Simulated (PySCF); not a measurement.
## A thermochemical cycle for SrLi

PBE0 in PySCF with x2c-SVPall on every atom, spin-free X2C, for the lowest determinant that a PBE0 search found; no spin–orbit coupling. SrLi, a doublet (σ ↑), has De = 0.36 eV to neutral atoms, and SrLi⁺, a singlet (closed shell), has De = 1.41 eV to Sr + Li⁺.

At the same level the Li atom ionises at 5.48 eV.

Question: What is the adiabatic ionisation energy of the molecule, and does ionisation strengthen or weaken the bond?

Answer: IE = IE(Li) + De(neutral) − De(ion) = 5.48 + 0.36 − 1.41 = 4.43 eV. De changes by +1.05 eV, so ionisation strengthens the bond.

Closed-shell solutions of metal pairs were not tested for spin polarisation, which can lower them a little. Weak bonds: SrLi. Basis-set superposition, not corrected here, can be much of De in a small basis, most of all at correlated wavefunction levels. For an ion De counts to the pair picked by the measured ionisation energies or electron affinities, which need not be the lowest pair at this level. States were picked by a PBE0 search and need not be the measured ground states.
